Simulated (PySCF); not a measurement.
Write Cartesian coordinates for `[Si@H]1(C[C@H]1F)[SiH3]` as optimised with PBE0-D3(BJ)/def2-SVP.

```
atom  x, y, z in Å
F1    -2.1715    1.7590    0.3563
C2    -1.4513    0.6213    0.1569
C3    -0.8199    0.0010    1.3791
Si4    0.4398    0.6485    0.1319
Si5    1.5426   -0.8579   -1.2463
H6    -1.9740   -0.0692   -0.5192
H7    -0.9878   -1.0647    1.5683
H8    -0.8995    0.6204    2.2810
H9     1.0762    1.9301    0.5320
H10    2.7431   -1.4398   -0.5723
H11    0.5728   -1.9570   -1.5454
H12    1.9714   -0.2178   -2.5266
```

Orientation and origin are arbitrary. Atoms count from 1 in this order. Si4 (SiH silicon) has angles from 47.1° to 121.1°. The 3-membered ring C2–C3–Si4 has internal angles of 47.1° to 66.6°. Si5 (SiH3 silicon) is tetrahedral (angles from 106.7° to 111.5°).

Bonds between heavy atoms (Å): F1–C2 1.361, C2–C3 1.509, C3–Si4 1.887, Si4–Si5 2.321, C2–Si4 1.891.

Computed, not measured: PBE0-D3(BJ)/def2-SVP geometry optimisation, gas phase (PySCF 2.14.0).

Point group: C1 (no symmetry element, even within 0.4 Å). Stationary, but not proved a minimum.
